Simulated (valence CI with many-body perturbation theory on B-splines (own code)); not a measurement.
The numbers below are computed, except where a source is named.
**Ir²⁸⁺: input, log and results**

Level of theory: valence CI with perturbative core correlation (CI+MBPT): three valence electrons over a frozen Dirac-Fock core [Kr] 4d10, radial functions for each j: 8 s, 8 p, 9 d, 9 f, 6 g, 3 h, 2 i, with the one-electron correlation potential Σ1 (screened to all orders), the two-electron term Σ2, the three-electron term Σ3, Breit, model QED; selected single and double excitations, second order for the rest, scaled by the run's own slope (own B-spline code, finite nucleus).

Command, and the settings that its task file holds:

```sh
python run_cv.py task.json out
```

```
atom Ir  Z=77  mass_number=193  rms_radius_fm=5.4032
core [Kr] 4d10
valence 4f3
avg = 1
basis = L
breit = 1
cap = 40000
capref = 1200
cscale = 1
de = 0.0
dress = 0
eps = 2e-08
extrap = 1
h = 0.27
hh = 1
l2 = 3
lcore = 6
maxit = 60
n2 = 5
natural = 1
nlev = 60
nno = [5, 5, 6, 7, 5, 3, 2]
nroot = 26
nsp = [3, 3, 3, 2, 1, 0, 0]
pt2 = 1
qed = 1
rpa = 1
s1 = 1
s2 = 1
s3 = 1
screen = 1
tol = 2e-05
whole = 1
```

**Question.** Roughly how long does this run take on one core of Intel(R) Xeon(R) Processor @ 2.30GHz, and how much memory?

**Answer.** 3 min on 1 thread of Intel(R) Xeon(R) Processor @ 2.30GHz, with other jobs on the host, peak memory 0.68 GiB.

Log. The first blocks belong to the next ion, which gives the ionisation energy. Fields: 2J, parity (1 odd), roots, reference size, generating configurations, candidates as configurations/state functions, variational space P, stored matrix elements, Davidson steps; e2 is the range of second-order energies in hartree. The first line gives the box (bohr), its intervals, the orbitals and the steps of their self-consistent field. Window is the range of levels sought, series limit the energy at which the first omitted orbital would enter, core excitation an estimate of the first excitation out of the core, left out the lowest levels not solved, and shifts from estimates the range by which levels moved from their first estimate, all in cm⁻¹.

```
rmax 5.1 intervals 59 orbitals 82 references ['4f3', '4f2 5s', '4f2 5p', '4f 5s2', '4f2 5d'] scf 4 t 1.9
2J=8 par=0 roots 2 ref 30 generators 3 cand 1186/1186 P 718/718 nnz 0 it 0
2J=8 par=0 roots 2 ref 30 generators 6 cand 498/498 P 977/977 nnz 0 it 0
   second order: generators 7 cand 239/239 e2 -0.00000 -0.00000
2J=4 par=0 roots 2 ref 45 generators 3 cand 1145/1145 P 822/822 nnz 0 it 0
2J=4 par=0 roots 2 ref 45 generators 4 cand 368/368 P 1033/1033 nnz 0 it 0
   second order: generators 7 cand 157/157 e2 -0.00000 -0.00000
2J=10 par=0 roots 2 ref 15 generators 2 cand 937/937 P 613/613 nnz 0 it 0
2J=10 par=0 roots 2 ref 15 generators 6 cand 339/339 P 755/755 nnz 0 it 0
   second order: generators 11 cand 197/197 e2 -0.00000 -0.00000
reference levels 725, estimated 107, window 1335227 1/cm; series limit 4765025, core excitation 1767577
2J=9 par=1 roots 8 ref 62 generators 7 cand 3873/11914 P 2228/7998 nnz 1.5e+07 it 5
2J=9 par=1 roots 8 ref 62 generators 9 cand 3672/10081 P 3153/10902 nnz 2.7e+07 it 6
   second order: generators 12 cand 6775/20158 e2 -0.00003 -0.00000
2J=11 par=1 roots 6 ref 46 generators 5 cand 4490/12862 P 2122/7386 nnz 1.3e+07 it 5
2J=11 par=1 roots 6 ref 46 generators 7 cand 3117/8019 P 2817/9664 nnz 2.2e+07 it 5
   second order: generators 12 cand 7489/22870 e2 -0.00002 -0.00000
2J=3 par=1 roots 7 ref 56 generators 9 cand 4828/11286 P 2516/6505 nnz 9.2e+06 it 6
2J=3 par=1 roots 7 ref 56 generators 9 cand 3278/7336 P 3291/8349 nnz 1.5e+07 it 5
   second order: generators 13 cand 6631/16324 e2 -0.00003 -0.00000
2J=13 par=1 roots 4 ref 27 generators 5 cand 3457/9371 P 2072/6111 nnz 8.8e+06 it 5
2J=13 par=1 roots 4 ref 27 generators 6 cand 2285/5786 P 2757/8006 nnz 1.5e+07 it 5
   second order: generators 9 cand 6061/17986 e2 -0.00002 -0.00000
2J=5 par=1 roots 8 ref 70 generators 8 cand 5491/15230 P 2399/8000 nnz 1.4e+07 it 4
2J=5 par=1 roots 8 ref 70 generators 9 cand 3841/9796 P 3354/10777 nnz 2.5e+07 it 4
   second order: generators 12 cand 8522/24506 e2 -0.00003 -0.00000
2J=7 par=1 roots 8 ref 72 generators 8 cand 5568/16574 P 2140/7999 nnz 1.5e+07 it 6
2J=7 par=1 roots 8 ref 72 generators 9 cand 5654/16633 P 3207/11413 nnz 2.9e+07 it 5
   second order: generators 12 cand 8865/28682 e2 -0.00003 -0.00000
2J=15 par=1 roots 3 ref 16 generators 3 cand 1421/3722 P 1250/3807 nnz 4.2e+06 it 3
...
2J=11 par=0 roots 3 ref 41 generators 3 cand 3428/9925 P 2599/8335 nnz 1.6e+07 it 4
   second order: generators 10 cand 9055/29317 e2 -0.00002 -0.00002
2J=13 par=0 roots 2 ref 30 generators 2 cand 2389/7324 P 1595/4117 nnz 4.1e+06 it 4
2J=13 par=0 roots 2 ref 30 generators 3 cand 2980/8981 P 2235/6142 nnz 9e+06 it 4
   second order: generators 6 cand 4551/13594 e2 -0.00002 -0.00001
2J=1 par=0 roots 3 ref 23 generators 3 cand 2080/3459 P 2116/3422 nnz 2.4e+06 it 5
2J=1 par=0 roots 3 ref 23 generators 9 cand 3911/6312 P 2880/4762 nnz 4.3e+06 it 5
   second order: generators 13 cand 7622/12452 e2 -0.00002 -0.00001
left out: unestimated 1934175, estimated 1649131, shifts from estimates -12 to 59
operators 5.5
```

The Davidson iterations converged.

No measured spectrum was set against this ion. As an estimate, large intervals hold to a few tenths of a per cent, small ones and those within an open d or f shell to about a per cent. Core correlation moves these levels by up to 50000 cm⁻¹, and in measured spectra 5 to 20 % of such shifts remained as error; rates that hang on mixing are uncertain with them.

| Property | Result |
| --- | --- |
| Valence energy | -111.5191 hartree |
| Ionisation energy | 958.22 eV (NIST: 980 ± 50 eV (theoretical)) |
| Reference configurations for the orbitals | 4f3, 4f2 5s, 4f2 5p, 4f 5s2, 4f2 5d |
| Radial orbitals | 82 |
| Box radius | 5.149 bohr |
| Largest variational space | 11413 |
| Lowest levels | 4f³ ⁴I°_9/2 0.000, 4f³ ⁴I°_11/2 3.487, 4f³ ⁴F°_3/2 4.805, 4f³ ⁴I°_13/2 6.219, 4f³ ²G°_9/2 [a] 6.627, 4f³ ⁴F°_5/2 7.049, 4f³ ⁴S°_3/2 8.111, 4f³ ⁴G°_5/2 8.183, 4f³ ²G°_7/2 [a] 8.228, 4f³ ⁴I°_15/2 8.428, 4f³ ⁴G°_7/2 9.824, 4f³ ²K°_13/2 10.861, 4f³ ⁴F°_9/2 10.896, 4f³ ²H°_11/2 [a] 11.039 eV |

Names give the largest LS component (configuration and term), which can be under half, so a name can repeat, a term be missing and a line seem to break the LS rules; names also repeat where a configuration has a term twice. Letters in brackets count levels of one name in rising energy.
